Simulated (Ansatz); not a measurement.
# Molecular dynamics of CH8OSSi

input.yaml

```yaml
crystal:
  periodic: [false, false, false]
  atoms:
    - { symbol: S, position_ang: [0.631329, 0.064509, -2.947498] }
    - { symbol: H, position_ang: [0.457364, -0.046488, -1.618602] }
    - { symbol: H, position_ang: [1.946608, 0.259942, -2.800613] }
    - { symbol: C, position_ang: [1.018254, -0.450621, 0.840997] }
    - { symbol: O, position_ang: [0.103209, 0.276829, 0.071831] }
    - { symbol: Si, position_ang: [-1.460594, 0.270963, 0.785638] }
    - { symbol: H, position_ang: [1.193812, -0.049, 1.844629] }
    - { symbol: H, position_ang: [1.962782, -0.442524, 0.299026] }
    - { symbol: H, position_ang: [0.705014, -1.492964, 0.880565] }
    - { symbol: H, position_ang: [-2.173579, 1.396821, 0.221364] }
    - { symbol: H, position_ang: [-1.472334, 0.434088, 2.277225] }
    - { symbol: H, position_ang: [-2.120979, -0.953713, 0.52927] }
basis:
  gaussian: { orbitals: STO-3G }
hamiltonian:
  xc: pbe0
md:
  timestep: 0.5
  n_steps: 400
  ensemble: nve
  temperature: 500.0
  initial_velocities: maxwell_boltzmann
  seed: 868365
  masses: [{ species: H, mass: 2.014 }]
scf:
  lower_state_search: "off"
```

Command:

```bash
$ ansatz run input.yaml --threads 1 --pin off --max-ram 2048MiB --backend cpu --events-out ev --progress --plain --runs-dir out
```

It goes on from the last frame of an earlier run, with new velocities.

Output, in part (step lines, the closing report, with atoms numbered from 0):

```
md step     0: t =     0.00 fs  T =   500.0 K  F+E_penalty+E_count = -21663.90192461 eV  E_kin = 0.646300 eV  conserved = -21663.25562462 eV  (12 SCF iters)
md step     1: t =     0.50 fs  T =   516.8 K  F+E_penalty+E_count = -21663.92368994 eV  E_kin = 0.667973 eV  conserved = -21663.25571685 eV  (19 SCF iters)
md step     2: t =     1.00 fs  T =   524.8 K  F+E_penalty+E_count = -21663.93408694 eV  E_kin = 0.678420 eV  conserved = -21663.25566684 eV  (19 SCF iters)
md step     3: t =     1.50 fs  T =   524.7 K  F+E_penalty+E_count = -21663.93371976 eV  E_kin = 0.678201 eV  conserved = -21663.25551863 eV  (19 SCF iters)
md step     4: t =     2.00 fs  T =   517.9 K  F+E_penalty+E_count = -21663.92478869 eV  E_kin = 0.669462 eV  conserved = -21663.25532655 eV  (19 SCF iters)
md step     5: t =     2.50 fs  T =   506.8 K  F+E_penalty+E_count = -21663.91026129 eV  E_kin = 0.655125 eV  conserved = -21663.25513662 eV  (19 SCF iters)
md step     6: t =     3.00 fs  T =   493.7 K  F+E_penalty+E_count = -21663.89314775 eV  E_kin = 0.638170 eV  conserved = -21663.25497729 eV  (19 SCF iters)
md step     7: t =     3.50 fs  T =   480.6 K  F+E_penalty+E_count = -21663.87603058 eV  E_kin = 0.621172 eV  conserved = -21663.25485892 eV  (19 SCF iters)
[... lines left out ...]
md step   397: t =   198.50 fs  T =   428.2 K  F+E_penalty+E_count = -21663.80845969 eV  E_kin = 0.553476 eV  conserved = -21663.25498405 eV  (19 SCF iters)
md step   398: t =   199.00 fs  T =   435.2 K  F+E_penalty+E_count = -21663.81760205 eV  E_kin = 0.562560 eV  conserved = -21663.25504187 eV  (19 SCF iters)
md step   399: t =   199.50 fs  T =   442.0 K  F+E_penalty+E_count = -21663.82640114 eV  E_kin = 0.571296 eV  conserved = -21663.25510503 eV  (19 SCF iters)
md step   400: t =   200.00 fs  T =   447.7 K  F+E_penalty+E_count = -21663.83381497 eV  E_kin = 0.578646 eV  conserved = -21663.25516848 eV  (19 SCF iters)
Total energy: -21663.83383279 eV, -796.1312090812 hartree
Atom 0 at     0.621289     0.211903    -2.914270 Å, force    -0.590159    -0.301010    -0.877477 eV/Å
Atom 1 at     0.466940     0.118390    -1.577655 Å, force    -0.008666     0.246961     0.697508 eV/Å
Atom 2 at     1.868562     0.675505    -2.820267 Å, force     0.524543     0.200283     0.221250 eV/Å
Atom 3 at     0.851282    -0.846001     0.744987 Å, force     1.553865    -0.701582    -1.750606 eV/Å
Atom 4 at     0.188845     0.334974     0.193047 Å, force     1.610100    -1.053146    -0.325312 eV/Å
Atom 5 at    -1.385178     0.308510     0.765149 Å, force    -1.925179     1.729119     0.746145 eV/Å
Atom 6 at     0.870801    -0.889008     1.821511 Å, force    -0.240518     0.105969     1.335139 eV/Å
Atom 7 at     1.932539    -0.853266     0.426621 Å, force    -0.781307     0.368538     0.130384 eV/Å
Atom 8 at     0.466129    -1.833988     0.371605 Å, force    -0.246523     0.668754     0.169826 eV/Å
Atom 9 at    -2.073682    -0.890948     0.681194 Å, force    -0.404650    -1.868595    -0.337555 eV/Å
Atom 10 at    -2.147414     1.193843    -0.095414 Å, force     0.292632     0.269640     0.379037 eV/Å
Atom 11 at    -1.461524     0.611795     2.191689 Å, force     0.215862     0.335069    -0.388341 eV/Å
Dipole moment:     0.028413    -0.133590     0.539823 e Å
```

The steps, from the saved trajectory:

| time (fs) | T (K) | potential energy less start (eV) | conserved less start (meV/atom) |
| --- | --- | --- | --- |
| 0.0 | 500 | 0.000 | 0.00 |
| 6.5 | 450 | 0.065 | 0.05 |
| 13.0 | 343 | 0.204 | 0.04 |
| 19.5 | 393 | 0.139 | 0.06 |
| 26.0 | 507 | -0.009 | 0.02 |
| 32.5 | 328 | 0.224 | 0.07 |
| 39.0 | 421 | 0.102 | 0.00 |
| 45.5 | 419 | 0.105 | 0.01 |
| 52.0 | 434 | 0.085 | 0.00 |
| 58.5 | 412 | 0.113 | 0.01 |
| 65.0 | 375 | 0.162 | 0.02 |
| 71.5 | 341 | 0.205 | -0.02 |
| 78.0 | 299 | 0.261 | 0.05 |
| 84.5 | 460 | 0.052 | 0.00 |
| 91.0 | 348 | 0.197 | 0.05 |
| 97.5 | 280 | 0.284 | 0.04 |
| 104.0 | 290 | 0.272 | 0.07 |
| 110.5 | 399 | 0.131 | 0.05 |
| 117.0 | 366 | 0.174 | 0.04 |
| 123.5 | 340 | 0.207 | 0.03 |
| 130.0 | 404 | 0.124 | 0.01 |
| 136.5 | 276 | 0.290 | 0.04 |
| 143.0 | 449 | 0.066 | 0.00 |
| 149.5 | 489 | 0.015 | 0.02 |
| 156.0 | 322 | 0.231 | 0.04 |
| 162.5 | 363 | 0.178 | 0.08 |
| 169.0 | 474 | 0.035 | 0.05 |
| 175.5 | 362 | 0.179 | 0.06 |
| 182.0 | 329 | 0.222 | 0.06 |
| 188.5 | 425 | 0.098 | 0.06 |
| 195.0 | 424 | 0.099 | 0.06 |

The run went to its last step. The conserved energy stayed within 0.13 meV per atom of its start (net change 0.038 meV per atom), so the integration is sound. A run of 0.2 ps of so small a system gives no equilibrium averages. Limits of this set-up: minimal basis.

The same pairs are bonded in the first frame and the last. Pairs count as bonded within 1.25 times the sum of covalent radii (0.12 Å more for H–H).

Last frame:

```xyz
12
Properties=species:S:1:pos:R:3
S 0.621 0.212 -2.914
H 0.467 0.118 -1.578
H 1.869 0.675 -2.820
C 0.851 -0.846 0.745
O 0.189 0.335 0.193
Si -1.385 0.308 0.765
H 0.871 -0.889 1.821
H 1.933 -0.853 0.427
H 0.466 -1.834 0.372
H -2.074 -0.891 0.681
H -2.147 1.194 -0.095
H -1.462 0.612 2.192
```

Run time: 10 min on 1 thread of Arm Neoverse V1, on a shared host, peak memory 0.087 GiB.
